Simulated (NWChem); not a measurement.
System meant: CH3AlBrCl; SMILES [CH3][Al]([Cl])[Br]

Input file for NWChem:

```
start job
memory heap 200 mb stack 900 mb global 1100 mb
geometry units angstroms noautoz
  Al    -0.451004     0.580917     0.005174
  Cl     0.995324     2.123918    -0.003567
  Br     0.332454    -1.545825    -0.004826
  C     -2.351719     0.989641     0.004764
  H     -2.968231     0.091675     0.205824
  H     -2.647019     1.398613    -0.984638
  H     -2.586150     1.765700     0.761977
end
basis spherical
  * library def2-svp
end
dft
  xc xpbe96 cpbe96
  iterations 4
  mulliken
end
task dft energy
```

End of the output:

```
    Atom       Charge   Shell Charges
 -----------   ------   -------------------------------------------------------
    1 Al  13    12.75   2.00  1.94  0.63  0.25  5.80  0.94  0.77  0.42
    2 Cl  17    17.04   2.00  1.96  1.05  0.78  5.82  2.26  3.17  0.01
    3 Br  35    35.07   2.00  2.00  1.96  1.14  0.71  5.99  5.81  2.46  2.97  7.83  2.04  0.15
    4 C    6     6.31   1.96  0.59  0.35  1.86  1.50  0.04
    5 H    1     0.95   0.62  0.26  0.07
    6 H    1     0.95   0.61  0.26  0.07
    7 H    1     0.95   0.61  0.26  0.07

 center of mass
 --------------
 x =   0.13588746 y =  -0.19556362 z =   0.00047370

 moments of inertia (a.u.)
 ------------------
        1337.347522035548           0.000000000000           0.000000000000
           0.000000000000         493.609095197474          -0.000000000000
           0.000000000000          -0.000000000000        1819.486577195077

     Multipole analysis of the density
     ---------------------------------

     L   x y z        total         alpha         beta         nuclear
     -   - - -        -----         -----         ----         -------
     0   0 0 0     -0.000000    -37.000000    -37.000000     74.000000

     1   1 0 0     -0.778816     -0.389408     -0.389408      0.000000
     1   0 1 0      0.189201      0.094600      0.094600      0.000000
     1   0 0 1     -0.002654     -0.001327     -0.001327      0.000000

     2   2 0 0    -37.031912   -158.798976   -158.798976    280.566039
     2   1 1 0     -1.797136      6.500838      6.500838    -14.798811
     2   1 0 1      0.036820     -0.055008     -0.055008      0.146837
     2   0 2 0    -39.510545   -334.226688   -334.226688    628.942832
     2   0 1 1     -0.007572      0.038064      0.038064     -0.083700
     2   0 0 2    -35.217713    -20.453393    -20.453393      5.689073

 ------------------------------------------------------------------------
 dft energy failed                                                                                  0
 ------------------------------------------------------------------------
 ------------------------------------------------------------------------
  current input line :
    20: task dft energy
 ------------------------------------------------------------------------
 ------------------------------------------------------------------------
 This type of error is most commonly associated with calculations not reaching convergence criteria
 ------------------------------------------------------------------------
 For more information see the NWChem manual at https://nwchemgit.github.io

0:dft energy failed:Received an Error in Communication
```

Task: Can this run be used? If not, why, and what is the fix?

Result: Convergence was not reached. Cause: the SCF was allowed too few iterations. This input runs:
```
start job
memory heap 200 mb stack 900 mb global 1100 mb
geometry units angstroms noautoz
  Al    -0.451004     0.580917     0.005174
  Cl     0.995324     2.123918    -0.003567
  Br     0.332454    -1.545825    -0.004826
  C     -2.351719     0.989641     0.004764
  H     -2.968231     0.091675     0.205824
  H     -2.647019     1.398613    -0.984638
  H     -2.586150     1.765700     0.761977
end
basis spherical
  * library def2-svp
end
dft
  xc xpbe96 cpbe96
  iterations 150
  mulliken
end
task dft energy
```
It converges to -3315.51035 Ha (PBE/def2-SVP).
